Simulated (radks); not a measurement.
Results of a calculation; reference values are marked as such.
Fractional charge and spin in the 6s shell of ytterbium: the spin-up occupation runs from 0 to 1 and the spin-down occupation from 0 to 1; the fullest corner is Yb, [Xe] 4f14 6s(up 1, down 1). Level of theory: scalar-relativistic Kohn-Sham, PBEsol, spin-polarised, spherical densities, point nucleus (a radial shooting solver on a logarithmic mesh with Libxc functionals). Energy (eV) above the fullest corner. The planes named below are the two flat planes that join the four corners, with an edge along up + down = one added electron.

\begin{tabular}{lrrrrr}
down \ up & 0 & 0.25 & 0.5 & 0.75 & 1 \\ \hline
0 & 18.672 & 15.069 & 11.810 & 8.887 & 6.302 \\
0.25 & 15.069 & 11.880 & 9.018 & 6.483 & 4.276 \\
0.5 & 11.810 & 9.018 & 6.545 & 4.390 & 2.554 \\
0.75 & 8.887 & 6.483 & 4.390 & 2.606 & 1.130 \\
1 & 6.302 & 4.276 & 2.554 & 1.130 & 0.000 \\
\end{tabular}

Corners above the fullest one (they belong to Yb+ and the next ion): (up 1, down 0) 6.302 eV, (up 0, down 1) 6.302 eV, (up 0, down 0) 18.672 eV. With half an added electron in each spin the energy lies 0.244 eV from the planes, and with half an added electron in spin up alone -0.677 eV. The planes are only a guide here: the flat-plane condition holds for ground states with one frontier orbital, while this shell lies below other occupied shells, so the corners above the fullest one are inner-hole states and not the ground states of those ions.
